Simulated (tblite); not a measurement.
Compound: C3H9BFP.
Atom-mapped SMILES: `[F:1][C@@H:2]1[CH2:3][C@@H:4]1[BH2-:5][PH3+:6]` (hydrogens: H7 on C2; H8, H9 on C3; H10 on C4; H11, H12 on B5; H13, H14, H15 on P6)

Computed with GFN2-xTB (tblite), gas phase: L-BFGS steps from a force-field or distance-geometry start until the largest atomic force falls under 0.01 eV/Å.

Step 108: E = -529.6574 eV
```
atom  x, y, z in Å  |  force x, y, z in eV/Å
F1     -0.2712   -0.4464    1.7562    0.113  -0.280   0.063
C2     -1.0703    0.4370    1.0572    0.223   0.394   0.186
C3     -1.8590   -0.0445   -0.0904   -0.428  -0.198  -0.183
C4     -0.6470    0.7954   -0.3299    0.210   0.213  -0.108
B5      0.6508    0.1575   -1.0520    0.025   0.203   0.388
P6      1.7256   -0.6797    0.2888    0.149  -0.193  -0.104
H7     -1.4390    1.1697    1.7598   -0.150   0.093   0.013
H8     -1.7865   -1.0780   -0.3627    0.030  -0.334   0.031
H9     -2.8396    0.3668   -0.2378   -0.269   0.098   0.018
H10    -0.8446    1.8267   -0.5735   -0.100   0.235  -0.092
H11     1.4003    0.9731   -1.4727    0.153   0.255  -0.099
H12     0.4110   -0.6640   -1.8479   -0.139  -0.390  -0.353
H13     1.4370   -1.8496    0.9528    0.057  -0.031   0.090
H14     2.9574   -1.0724   -0.2102    0.071   0.045   0.023
H15     2.1707    0.1162    1.3177    0.053  -0.112   0.126
```

Step 109: E = -529.6557 eV
```
atom  x, y, z in Å  |  force x, y, z in eV/Å
F1     -0.1735   -0.2913    1.8349   -0.500   0.083  -0.416
C2     -1.0404    0.5120    1.0687    0.066   0.047  -0.204
C3     -1.8253   -0.0986   -0.0541    0.071  -0.104   0.126
C4     -0.6570    0.8088   -0.3528   -0.111   0.026   0.062
B5      0.6686    0.2035   -1.0636    0.020   0.084   0.149
P6      1.6728   -0.7380    0.2821    0.098  -0.115  -0.095
H7     -1.4497    1.2756    1.7255   -0.033  -0.171  -0.106
H8     -1.6921   -1.1608   -0.2633    0.031   0.328   0.176
H9     -2.8401    0.2430   -0.2342    0.148  -0.030   0.188
H10    -0.9187    1.8211   -0.6564   -0.053  -0.128   0.010
H11     1.4516    1.0496   -1.4007   -0.046  -0.036   0.047
H12     0.4383   -0.5691   -1.9416    0.008  -0.018   0.031
H13     1.3658   -1.9722    0.8534    0.076   0.320   0.005
H14     2.9207   -1.0789   -0.2160    0.057  -0.052   0.063
H15     2.0743    0.0032    1.3736    0.170  -0.232  -0.037
```

Step 110: E = -529.6869 eV
```
atom  x, y, z in Å  |  force x, y, z in eV/Å
F1     -0.2903   -0.4302    1.7909   -0.023   0.031  -0.223
C2     -1.0768    0.4618    1.0667   -0.094   0.132  -0.149
C3     -1.8756   -0.0504   -0.0889    0.156  -0.009   0.139
C4     -0.6534    0.7973   -0.3320    0.003   0.076   0.012
B5      0.6555    0.1581   -1.0431    0.000  -0.005  -0.120
P6      1.7399   -0.7147    0.2883    0.039   0.000  -0.179
H7     -1.4705    1.2121    1.7512    0.044  -0.178  -0.123
H8     -1.8085   -1.0998   -0.3412    0.046   0.053   0.120
H9     -2.8511    0.3723   -0.2519   -0.185   0.029   0.056
H10    -0.8627    1.8314   -0.5976   -0.019  -0.092   0.002
H11     1.4263    0.9959   -1.4407   -0.102  -0.097   0.042
H12     0.3984   -0.6601   -1.8898    0.096   0.154   0.211
H13     1.5013   -1.8960    0.9591    0.008   0.020   0.045
H14     2.9804   -1.0483   -0.2367   -0.005  -0.020   0.060
H15     2.1827    0.0786    1.3212    0.034  -0.094   0.107
```

Step 111: E = -529.6922 eV
```
atom  x, y, z in Å  |  force x, y, z in eV/Å
F1     -0.2725   -0.4366    1.7707   -0.117   0.082  -0.206
C2     -1.0726    0.4569    1.0562    0.025   0.090   0.131
C3     -1.8735   -0.0448   -0.0911   -0.171   0.093  -0.079
C4     -0.6525    0.8079   -0.3328   -0.013  -0.105  -0.006
B5      0.6508    0.1631   -1.0414   -0.017   0.002   0.177
P6      1.7412   -0.7014    0.2883    0.044  -0.058   0.060
H7     -1.4696    1.1954    1.7450    0.024  -0.084  -0.007
H8     -1.7927   -1.0850   -0.3581    0.015  -0.101   0.085
H9     -2.8664    0.3665   -0.2446    0.139  -0.055   0.097
H10    -0.8556    1.8362   -0.5876   -0.080   0.191  -0.072
H11     1.4101    0.9764   -1.4614    0.082   0.152  -0.066
H12     0.3939   -0.6680   -1.8444   -0.014  -0.139  -0.146
H13     1.4841   -1.8898    0.9496    0.048   0.107  -0.002
H14     2.9793   -1.0495   -0.2272    0.038  -0.013   0.015
H15     2.1916    0.0807    1.3343   -0.003  -0.161   0.019
```

Q: Estimate the geometry and energy of step 112. (The exact step hangs on the optimiser's Hessian estimate; all steps are aligned on step 111, rigid shifts and turns removed.)

A: E = -529.6989 eV, largest force 0.186 eV/Å
```
atom  x, y, z in Å  |  force x, y, z in eV/Å
F1     -0.2635   -0.4135    1.7726    0.014  -0.082  -0.086
C2     -1.0656    0.4657    1.0584   -0.017   0.139  -0.123
C3     -1.8702   -0.0547   -0.0799    0.078  -0.091  -0.047
C4     -0.6568    0.8011   -0.3422   -0.010   0.058  -0.004
B5      0.6599    0.1752   -1.0505   -0.001   0.043   0.150
P6      1.7264   -0.7039    0.2895    0.021  -0.073  -0.016
H7     -1.4573    1.2057    1.7434   -0.040   0.016   0.020
H8     -1.7917   -1.1023   -0.3299    0.041  -0.017   0.103
H9     -2.8564    0.3489   -0.2311   -0.142   0.057   0.043
H10    -0.8769    1.8287   -0.6066   -0.046   0.046  -0.042
H11     1.4282    1.0010   -1.4544   -0.044   0.033   0.028
H12     0.4239   -0.6507   -1.8706   -0.025  -0.077  -0.081
H13     1.4595   -1.8977    0.9360    0.032   0.100   0.003
H14     2.9602   -1.0572   -0.2231    0.116  -0.030  -0.007
H15     2.1759    0.0616    1.3439    0.025  -0.120   0.060
```

The energy changes by -0.0067 eV. The first-order estimate −F·Δx gives -0.0134 eV and the mean of the old and new forces, exact on a quadratic surface, -0.0066 eV. The step makes an angle of 77° with the force vector and moves no atom by more than 0.043 Å.

What follows is the cost of the whole relaxation. Hardware: one thread of an Arm Neoverse N1, no GPU, on a shared host. Cost: 1.4 s of wall time.
